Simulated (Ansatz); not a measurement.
Reaction (formal exchange of groups at the Si–O bond): `C=C[Si](N)(F)O[SiH3]` + `C#CC=S` → `[SiH3]C#CC=S` + `C=C[Si](N)(O)F`

Calculated with Ansatz (gas phase, PBE0-D4/def2-TZVP geometries, no zero-point term in ΔE). CCSD(T)/CBS adds triple-zeta CCSD(T) − MP2 to the extrapolated MP2 energy (def2 sets, frozen cores). Functionals use def2-TZVPP. B3LYP here is the variant with VWN-RPA as its local correlation; programs differ in this. One conformer a species, not always the lowest.

`C=C[Si](N)(F)O[SiH3]`:

```xyz
15

C    -2.151    0.736    0.065
C    -1.511    0.155   -0.946
Si    0.217   -0.474   -0.821
N     0.267   -2.132   -1.162
F     1.159    0.217   -1.910
O     0.822   -0.059    0.630
Si    1.651    0.991    1.568
H    -3.173    1.093   -0.024
H    -1.676    0.881    1.031
H    -2.041    0.033   -1.890
H     1.130   -2.593   -1.402
H    -0.389   -2.765   -0.735
H     0.711    1.631    2.525
H     2.300    2.041    0.742
H     2.686    0.247    2.328
```

`C#CC=S`:

```xyz
6

C     1.380   -0.391    0.617
C     0.325   -0.096    0.115
C    -0.895    0.241   -0.502
S    -2.202    0.788    0.278
H     2.306   -0.648    1.077
H    -0.914    0.107   -1.585
```

`[SiH3]C#CC=S`:

Cartesian coordinates in Å:
```
Si -0.417 -0.587 -1.883
C 0.002 -0.031 -0.196
C 0.257 0.325 0.937
C 0.573 0.749 2.238
S -0.291 0.382 3.558
H -0.472 -2.068 -1.893
H -1.739 -0.024 -2.249
H 0.618 -0.111 -2.832
H 1.470 1.366 2.319
```

`C=C[Si](N)(O)F`:

Cartesian coordinates in Å:
```
C 1.517 0.038 1.186
C 1.241 0.276 -0.094
Si -0.454 0.129 -0.814
N -1.604 0.234 0.433
O -0.717 -1.238 -1.674
F -0.587 1.270 -1.921
H 2.523 0.121 1.588
H 0.741 -0.253 1.889
H 2.061 0.559 -0.752
H -2.555 -0.050 0.261
H -1.562 0.981 1.108
H -0.603 -2.068 -1.209
```

```csv
level,ΔE (kJ/mol)
PBE-D4,47.7
B3LYP-D4,65.2
ωB97M-V,64.6
HF/def2-TZVPP,80.0
SCS-MP2/def2-TZVPP,64.3
CCSD/def2-TZVPP,66.0
CCSD(T)/def2-TZVPP,62.3
MP2/def2-QZVPP,62.3
```

Task: What does CCSD(T)/CBS give? (Best estimate.)

Result: The calculation gave: +64.1 kJ/mol. The listed levels differ from it by -16.4, 1.1, 0.5, 15.9, 0.2, 1.9, -1.8, -1.8 kJ/mol.

Largest T1 diagnostic among the species: 0.016.

From PBE to PBE0 (25 % exact exchange), in def2-TZVPP and without D4, ΔE moves by +7.4 kJ/mol. In def2-TZVPP, CCSD(T) changes the Hartree–Fock value by −17.6 kJ/mol (the triples alone add −3.7 kJ/mol) and MP2 by −19.5 kJ/mol. The D4 term adds +4.9 kJ/mol with B3LYP and +3.1 kJ/mol with PBE0; it sums over pairs of atoms, weighted by their polarisabilities, and B3LYP, whose exchange is more repulsive, gets the larger term.
